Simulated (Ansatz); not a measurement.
Geometry optimisation, RKS B3LYP-D4/def2-mTZVP (Ansatz).

input.yaml

```yaml
crystal:
  periodic: [false, false, false]
  atoms:
    - { symbol: Sn, position_ang: [-0.6955, 1.1696, 1.0165] }
    - { symbol: C, position_ang: [0.3835, -0.0725, -0.8746] }
    - { symbol: C, position_ang: [-0.0258, -1.5165, -0.647] }
    - { symbol: H, position_ang: [-2.1976, 0.6759, 0.2927] }
    - { symbol: H, position_ang: [-0.6425, 2.8581, 0.9025] }
    - { symbol: H, position_ang: [-0.7081, 0.4421, 2.5441] }
    - { symbol: H, position_ang: [1.1966, 0.4793, 0.1124] }
    - { symbol: Cl, position_ang: [2.0958, 1.2495, 1.4092] }
    - { symbol: H, position_ang: [1.3068, -0.0701, -1.4637] }
    - { symbol: H, position_ang: [-0.3231, 0.4545, -1.5161] }
    - { symbol: H, position_ang: [-0.0462, -2.063, -1.5887] }
    - { symbol: H, position_ang: [0.6771, -2.0138, 0.0169] }
    - { symbol: H, position_ang: [-1.0209, -1.5932, -0.2043] }
basis:
  gaussian: { orbitals: def2-mTZVP }
hamiltonian:
  xc: b3lyp
  dispersion: d4
relax:
  f_tol: 0.15
  max_steps: 25
  restrain:
    - { distance: [0, 7], at: 3.71, k: 30.0 }
    - { distance: [6, 1], at: 2.37, k: 30.0 }
    - { distance: [0, 1], at: 2.15, k: 30.0 }
    - { distance: [6, 7], at: 1.33, k: 30.0 }
output:
  orbitals: {}
```

Launched with:

```bash
$ ansatz run input.yaml --threads 4 --pin off --max-ram 5120MiB --backend cpu --events-out ev --progress --plain --runs-dir out
```

Where does it end, and by what steps?

The forces met the threshold. The restraints hold the end off the free minimum. After 12 steps the energy has fallen by 1.224 eV (the restraints' own energy left out); H7 moved furthest, 0.82 Å. Parted: Sn1–Cl8. Joined: H7–Cl8.

```
step  energy less start (eV)  largest force component (eV/Å)  accepted
   0                  0.0000                           1.116       yes
   1                  0.2746                           2.390       yes
   2                  0.3948                           4.285       yes
   3                  0.1584                           4.499       yes
   4                 -0.6251                           3.192       yes
   5                 -0.9735                           1.934       yes
   6                 -1.0789                           1.405       yes
   7                 -1.1102                           1.219       yes
   8                 -1.1725                           1.008       yes
   9                 -1.2062                           0.420       yes
  10                 -1.2166                           0.424       yes
  11                 -1.1927                           1.095        no
  12                 -1.2236                           0.435       yes
```

```xyz
13
Properties=species:S:1:pos:R:3
Sn -1.053 1.126 0.734
C -0.088 0.038 -0.864
C 0.089 -1.456 -0.583
H -2.751 1.018 0.467
H -0.596 2.780 0.722
H -0.691 0.420 2.254
H 1.980 0.282 0.277
Cl 2.570 0.650 1.393
H 0.863 0.517 -1.122
H -0.711 0.181 -1.751
H 0.557 -1.972 -1.425
H 0.706 -1.644 0.299
H -0.873 -1.940 -0.401
```

Whether the end is a true minimum wasn't checked by a vibrational analysis.

The run took 60 s on 4 threads of Arm Neoverse N1 (shared host), peak memory 0.33 GiB.
